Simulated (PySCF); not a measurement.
Planning a shielding job on `OCC1CC2(CCC2)C1`.

Method: GIAO PBE0/pcSseg-1 NMR shielding, non-relativistic, gas phase (PySCF 2.14.0, density-fitted response routines). Geometry: GFN2-xTB. Work: shieldings, ring-centre shieldings, charges and field gradients, density fitting. A driver script takes a list of jobs; this job's settings line and coordinates (Å) are shown.

Input:
```
{"job": {"kind": "nmr", "xc": "PBE0", "basis": "pcSseg-1"}, "charge": 0, "multiplicity": 1}
O      3.705766    -0.276792     0.438984
C      2.691342     0.466906    -0.195698
C      1.382804     0.457797     0.585385
C      0.215117     1.239517    -0.038750
C     -0.679224    -0.003437     0.081654
C     -1.570267    -0.453869    -1.085459
C     -2.786682    -0.484301    -0.148191
C     -1.909580     0.034782     1.000966
C      0.544536    -0.832525     0.501243
H      3.372475    -1.166931     0.599009
H      2.517007     0.087136    -1.214681
H      3.077146     1.487352    -0.269491
H      1.586232     0.755768     1.615585
H      0.403445     1.527564    -1.072073
H     -0.119402     2.112784     0.517490
H     -1.298711    -1.416366    -1.515720
H     -1.642518     0.281445    -1.884932
H     -3.190747    -1.480194     0.018187
H     -3.598828     0.179410    -0.435214
H     -2.168657     1.035657     1.341507
H     -1.848768    -0.622878     1.866137
H      0.879457    -1.511171    -0.284119
H      0.433307    -1.390673     1.429721
```

Hardware: one thread, x86-64 server, shared host.

**Question.** How large is the basis?

**Answer.** 223 functions for 70 electrons, with 1149 fitting functions; the fitted three-index integrals, 1149 × 223 × 224/2 numbers of 8 bytes, come to 220 MiB.

**Question.** Which is nearest to the wall time?
A. 22 s
B. 2.9 min
C. 22 min

**Answer.** A. The run took 22 s. The SCF took 12 cycles.

The SCF part of the output:
```
coarse grid: 18456 points
cycle   1  E = -387.7674324142  dE =  1.255e+00  |g| = 6.877e-01  |ddm| = 4.267e+00
cycle   2  E = -387.7103779922  dE =  5.705e-02  |g| = 9.006e-01  |ddm| = 1.346e+00
cycle   3  E = -387.8676689041  dE = -1.573e-01  |g| = 7.820e-02  |ddm| = 8.118e-01
cycle   4  E = -387.8686390602  dE = -9.702e-04  |g| = 3.531e-02  |ddm| = 8.279e-02
cycle   5  E = -387.8689186432  dE = -2.796e-04  |g| = 6.001e-03  |ddm| = 3.484e-02
cycle   6  E = -387.8689251826  dE = -6.539e-06  |g| = 2.485e-03  |ddm| = 7.785e-03
final grid: 176080 points
cycle   7  E = -387.9378199416  dE = -5.843e-05  |g| = 1.333e-02  |ddm| = 4.709e-02
cycle   8  E = -387.9377839445  dE =  3.600e-05  |g| = 1.848e-02  |ddm| = 3.047e-02
cycle   9  E = -387.9378623666  dE = -7.842e-05  |g| = 1.247e-03  |ddm| = 1.795e-02
cycle  10  E = -387.9378626807  dE = -3.141e-07  |g| = 2.584e-04  |ddm| = 1.162e-03
cycle  11  E = -387.9378626925  dE = -1.190e-08  |g| = 7.310e-05  |ddm| = 2.556e-04
cycle  12  E = -387.9378626935  dE = -9.578e-10  |g| = 2.900e-05  |ddm| = 8.334e-05
converged SCF energy = -387.9378626935
```

On the final grid dE counts from the start density on that grid.

Times come from a shared host and carry two figures at best.
